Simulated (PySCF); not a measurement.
CH3AlClFO. Atoms are numbered in the order given.

```xyz
8

Al     0.2792    -0.1111     0.0000
F      1.9353    -0.0379     0.0000
Cl    -0.6404    -1.9779     0.0000
O     -0.6599     1.2740     0.0000
C     -0.5487     2.6699     0.0000
H     -1.0454     3.0921    -0.8911
H      0.5018     3.0140     0.0000
H     -1.0454     3.0921     0.8911
```

Geometry: B3LYP-D3(BJ)/def2-SVP. The structure was generated by enumeration; whether it is a known compound was not checked. Other conformers were not sampled.

Calculation: PySCF with PBE0/pcSseg-1.

GIAO shieldings, no solvent; atoms alike by connectivity are averaged. δ = σ(ref) − σ: ¹⁹F against CFCl3 (σ = 167.2 ppm); ³⁵Cl against HCl (σ = 945.9 ppm); ¹⁷O against H2O (σ = 334.2 ppm); ¹³C against TMS (σ = 186.3 ppm); ¹H against TMS (σ = 31.56 ppm), references at their B3LYP-D3(BJ)/def2-TZVP geometries, non-relativistic (without spin–orbit terms, shifts of atoms bonded to Cl or Br come out too high).

```csv
atoms,nucleus,count,δ (ppm)
F2,¹⁹F,1,…
Cl3,³⁵Cl,1,…
O4,¹⁷O,1,12.3
C5,¹³C,1,57.6
"H6, H7, H8",¹H,3,4.25
```

**Question.** Complete the blanks. (The exact figures need the calculation; the answer reports its results.)

**Answer.** 
- Cl3, δ (ppm): -82.7
- F2, δ (ppm): -181.9
